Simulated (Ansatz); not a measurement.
Consider the substitution at a C–S bond: `O=C=CS` + H₂Te → `O=C=C[TeH]` + H₂S.

Gas-phase electronic energies from Ansatz, PBE0-D4/def2-TZVP geometries. CCSD(T)/CBS is the MP2 limit (def2-TZVPP, def2-QZVPP) plus CCSD(T) − MP2 in def2-TZVPP, frozen cores. This one scheme is used for every species. Functionals use def2-TZVPP. HSE06 is defined as in plane-wave codes. def2 core potentials past Kr. For Te outer-core shells are correlated without core-valence functions, which leaves a few kJ/mol of doubt a bond. One conformer a species, not always the lowest.

Problem. Is it downhill or uphill in electronic energy at CCSD(T)/CBS, and by how much? (Best estimate.)

Solution. Computed: Downhill: ΔE = -35.0 kJ/mol.

Problem. What do these levels give: LDA (SPW92), revPBE-D4, r2SCAN-D4, B97M-V, PBE0-D4, HSE06-D4, PBE-QIDH, revPBE, HSE06, BHLYP, CCSD/def2-SVP, MP2/CBS(def2)? (Estimate.)

Solution. Computed: LDA (SPW92) -22.1, revPBE-D4 -27.2, r2SCAN-D4 -28.5, B97M-V -29.0, PBE0-D4 -27.0, HSE06-D4 -27.1, PBE-QIDH -29.9, revPBE -26.5, HSE06 -25.8, BHLYP -26.0, CCSD/def2-SVP -19.9, MP2/CBS(def2) -39.8 kJ/mol.

Largest T1 diagnostic among the species: 0.016.

At CCSD(T), def2-SVP lies +14.1 kJ/mol from the extrapolated value and def2-TZVPP +2.3 kJ/mol. In def2-TZVPP, CCSD(T) changes the Hartree–Fock value by −7.8 kJ/mol (the triples alone add −1.6 kJ/mol) and MP2 by −12.7 kJ/mol. Leaving LDA and LC-ωPBE aside and taking each functional with its dispersion term where it has one, the values, not all of them listed here, spread over 3.8 kJ/mol, from B2PLYP to CAM-B3LYP-D4. LDA lies +3.9 kJ/mol from PBE without D4.
